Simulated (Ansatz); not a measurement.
Two isomers of C6H12O: A = `CCCCC(C)=O`, B = `CCCCCC=O`.

Computed with Ansatz on PBE0-D4/def2-TZVP structures; ΔE is electronic, products minus reactants. CCSD(T)/CBS adds triple-zeta CCSD(T) − MP2 to the extrapolated MP2 energy (def2 sets, frozen cores). Functionals use def2-TZVPP. Each species was taken in one conformer, which may not be the lowest.

(1) Which is lower in electronic energy at CCSD(T)/CBS, and by how much? (Estimate.)

(2) Give E(B) − E(A) in kcal/mol with CCSD(T)/def2-SVP, PBE-D4, B2PLYP, ωB97M-V, PBE0-D4, r2SCAN-D4, CCSD(T)/def2-TZVPP. (Best estimate.)

Largest T1 diagnostic: 0.012.

## Answers

(1) Computed: A, by 7.6 kcal/mol.

(2) Ansatz gave: CCSD(T)/def2-SVP 7.5, PBE-D4 8.2, B2PLYP 7.7, ωB97M-V 8.2, PBE0-D4 8.3, r2SCAN-D4 8.9, CCSD(T)/def2-TZVPP 7.5. None reverses the order clearly.

Leaving LDA and LC-ωPBE aside and taking each functional with its dispersion term where it has one, the values spread over 1.2 kcal/mol, from B2PLYP to r2SCAN-D4. LDA lies +1.5 kcal/mol from PBE without D4.
